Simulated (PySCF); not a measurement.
# Computed structure and properties of [Bi2]+

System: [Bi2]+ (doublet); start: template (D∞h). Method: PySCF 2.14.0, UKS BP86, Bi def2-SVP with ECP60; non-relativistic Hamiltonian with scalar-relativistic core potentials where named; density fitting; no spin-orbit coupling.

Input of the relaxation:

```python
mol = gto.M(atom='''
Bi     0.00000     0.00000     1.50000
Bi     0.00000     0.00000    -1.50000''',
    basis={'Bi': 'def2-SVP'},
    ecp={'Bi': 'def2-SVP'},
    charge=1, spin=1)
mf = dft.UKS(mol, xc='B88,P86')
mf.grids.atom_grid = (50, 194)
mf = mf.density_fit()  # fitting sets: Bi def2-universal-JKFIT
mf.conv_tol = 1e-08; mf.max_cycle = 55
mf.kernel(dm0)  # dm0: converged density of the start geometry
# quasi-Newton relaxation in Cartesian coordinates to a largest gradient under 0.00045 Eh/bohr, steps kept in the point group
```

Run from Python with OMP_NUM_THREADS=2; the lines above give its settings. Where DIIS fails, smearing, a level shift and second-order steps follow.
It took 7.3 s on 2 threads of Arm Neoverse V2, with other jobs on the host, from the converged density of the start.

Course of the relaxation:

```
step  energy above end (eV)  largest force component within the symmetry (eV/Å)
   0                 0.2047                                               1.661
   1                 0.0247                                               0.675
   2                 0.0052                                               0.353
   3                 0.0001                                               0.050
   4                 0.0000                                               0.003
```

Relaxed geometry (D∞h):

```xyz
2

Bi    0.0000    0.0000    1.3907
Bi    0.0000    0.0000   -1.3907
```

| contact | Å |
| --- | --- |
| Bi2–Bi1 | 2.781 |

On the finer grid (75, 302):

```yaml
HOMO: -10.72 eV
LUMO: -10.69 eV
Dipole_about_the_centre_of_mass: 0.00 D
Spin_squared: 0.751
Set_of_Mulliken_populations_of_Bi1_outside_the_core_potential: s 3.97, p 8.48, d 10.04
D3_BJ_dispersion_energy_not_in_the_energies: -0.132 eV
```

```csv
atom,Mulliken (e),Löwdin (e),spin (e)
Bi1,0.50,0.50,0.50
Bi2,0.50,0.50,0.50
```

On the grid (50, 194), as all that follows. Harmonic modes: a minimum; lowest 170 cm⁻¹ (negative: unstable), highest 170 cm⁻¹, zero-point energy 0.011 eV.

One start shape was tried, so this needn't be the lowest isomer.

Open shells may have lower solutions than the one found.
